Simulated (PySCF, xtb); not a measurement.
C2H4BF3, SMILES FCB(F)CF.

Geometry: B3LYP-D3(BJ)/def2-SVP. This is a generated structure with no PubChem entry under its InChIKey; it may be hypothetical. The values are those of a single conformer.

These are C-PCM-B3LYP/def2-SVP run with PySCF 2.14.0 values and carry that method's errors.

The values are the electrostatic part of the solvation free energy, E(continuum) − E(gas) at the gas-phase geometry, in a cavity of scaled van der Waals radii (PySCF's table); cavitation and dispersion terms are not included. In vacuum the orbital gap is 7.52 eV. The dipole moment in vacuum is 1.68 D.

Computed values in water (ε = 78.36), ethanol (ε = 24.85), ethylethanoate (ε = 5.99):
```json
[
 {"solvent": "water", "ε": "78.36", "ΔG(elec) (kcal/mol)": "-4.9", "dipole (D)": "2.03", "gap (eV)": "7.67"},
 {"solvent": "ethanol", "ε": "24.85", "ΔG(elec) (kcal/mol)": "-4.8", "dipole (D)": "2.01", "gap (eV)": "7.67"},
 {"solvent": "ethylethanoate", "ε": "5.99", "ΔG(elec) (kcal/mol)": "-4.1", "dipole (D)": "1.96", "gap (eV)": "7.65"}
]
```

For comparison, GFN2-xTB/ALPB(water) (xtb, at the GFN2-xTB geometry, all terms of that model) gives -4.5 kcal/mol.
